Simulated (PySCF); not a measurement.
Molecule: SMILES CCc1cccnn1, C₆H₈N₂.

Bonds (- single, = double, # triple, : aromatic): C1-C2, C2-C3, C3:C4, C4:C5, C5:C6, C6:N7, N7:N8, N8:C3. C1 carries H9, H10, H11; C2 carries H12, H13; C4 carries H14; C5 carries H15; C6 carries H16.

Frames of a GFN2-xTB Langevin trajectory at 300 K; GIAO PBE0/pcSseg-1 shieldings in PySCF 2.14, gas phase, non-relativistic; equivalent atoms averaged within each frame.

References, each an isolated molecule treated in the same way: TMS for $^{13}$C (σref 186.93), $^{1}$H (σref 31.72); $^{15}$N (σref 267.73) against NH3. The references are static minima.

Question: How do the shifts (ppm) fluctuate along the trajectory?

Answer: 
```tsv
time (fs)	C3	C6	C4	C5	C2	C1	N7	N8	H16	H15
250	172.3	147.5	140.0	131.1	29.1	19.5	449.5	434.0	9.40	7.54
425	160.7	154.7	117.2	124.6	43.6	20.9	464.4	484.2	9.62	7.25
625	178.2	150.0	146.0	132.3	29.5	12.5	470.4	471.1	9.85	7.86
800	171.0	153.5	128.0	133.2	41.6	15.0	471.9	450.4	9.49	7.83
1000	167.2	160.8	133.0	129.5	36.8	17.5	484.7	469.1	10.02	7.18
mean of frames	169.9	153.3	132.8	130.1	36.1	17.1	468.2	461.7	9.68	7.53
standard deviation	6.5	5.0	11.1	3.4	6.7	3.4	12.8	19.6	0.26	0.32
```

5 frames give an uncertainty of the mean of about the standard deviation over 2.2 at best, since frames this close in time may not be independent; classical motion lacks zero-point vibration, and the reference would need the same averaging.
